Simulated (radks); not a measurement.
Tb12+, configuration [Kr] 4d10 4f5 5s2. Calculated with a radial shooting solver on a logarithmic mesh with Libxc functionals: scalar-relativistic Kohn-Sham, PBEsol, spin-unpolarised, spherical densities, point nucleus.

Radial electron density D(r) = 4 pi r^2 rho(r):

r (bohr)  D(r) (e/bohr)
0.003362          27.34
0.004378          38.10
0.005701          51.03
0.007483          65.37
0.009744          77.84
0.01279           85.79
0.01665           86.27
0.02169           80.92
0.02846           76.67
0.03706           83.22
0.04865           101.7
0.06335           115.4
0.08249           108.0
0.1083            89.78
0.141             91.22
0.1851            102.4
0.241             82.32
0.3138            48.55
0.4118            45.50
0.5363            49.85
0.7039            32.46
0.9166            13.89
1.193             4.994
1.567             1.208
2.04             0.1318
2.677          0.003710

D(r) has 4 maxima, at r = 0.0148, 0.0665, 0.185, 0.503 bohr, and minima at 0.0285, 0.121, 0.362 bohr, inside which lie 1.93, 11.13, 29.32 electrons.
